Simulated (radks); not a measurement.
Species: the iodine ion I37+. Configuration: [Ne] 3s2 3p4. All-electron calculation, scalar-relativistic Kohn-Sham, SCAN, spin-polarised, spherical densities, finite nucleus; open shells are filled with parallel spins first (spin-orbit coupling, left out, can overturn this in heavy ions); meta-GGA in the generalised Kohn-Sham scheme; Fermi nuclear charge, rms radius 4.75 fm. Program: a radial shooting solver on a logarithmic mesh with Libxc functionals.

Unscreened Slater integrals over Kohn-Sham orbitals (cm^-1). They are taken over the spin-up orbitals.

integral     value
F0(3p,3p)   715250
F2(3p,3p)   360030
F0(3p,3s)   703560
G1(3p,3s)   455720
F0(3p,2p)   946040
F2(3p,2p)   240480
G0(3p,2p)    95728
G2(3p,2p)   105520
F0(3s,3s)   694250
F0(3s,2p)   909270
G1(3s,2p)    93765
F0(2p,2p)  1978900
F2(2p,2p)   940360

Derived for the open shells (J is the average intra-shell exchange parameter used in DFT+U). 3p: J = F2/5 = 72010 cm^-1.
